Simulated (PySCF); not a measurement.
# Ionisation energy of Sc by level of theory

Sc [Ar] 3d1 4s2 (2D) → Sc⁺ [Ar] 3d1 4s1 (3D), as a difference of total energies. Calculation: PySCF 2.14, in aug-cc-pVTZ with one added diffuse shell each of s, p, d, f, g type (9s8p6d4f3g, 118 functions); the non-relativistic Hamiltonian (point nucleus). Correlated levels: valence: [Ar] frozen. The calculations carry no spin-orbit coupling.

```json
{"method": "UHF", "ionisation energy (eV)": "5.362", "difference from reference (eV)": "-1.200"}
{"method": "LDA", "ionisation energy (eV)": "6.658", "difference from reference (eV)": "+0.096"}
{"method": "PBE0", "ionisation energy (eV)": "6.348", "difference from reference (eV)": "-0.214"}
{"method": "M06", "ionisation energy (eV)": "6.821", "difference from reference (eV)": "+0.259"}
{"method": "r2SCAN0", "ionisation energy (eV)": "6.244", "difference from reference (eV)": "-0.318"}
{"method": "MP2 (valence)", "ionisation energy (eV)": "6.075", "difference from reference (eV)": "-0.487"}
{"method": "SCS-MP2 (valence)", "ionisation energy (eV)": "6.222", "difference from reference (eV)": "-0.340"}
```

Reference: 6.562 eV (measured; NIST levels, between the centres of gravity of the two terms).

These non-relativistic numbers lack the scalar-relativistic shift.

Errors of the correlated levels include the incompleteness of this basis and the frozen core.

MP2 underrates the near-degeneracy of ns² with np² in the lower species.
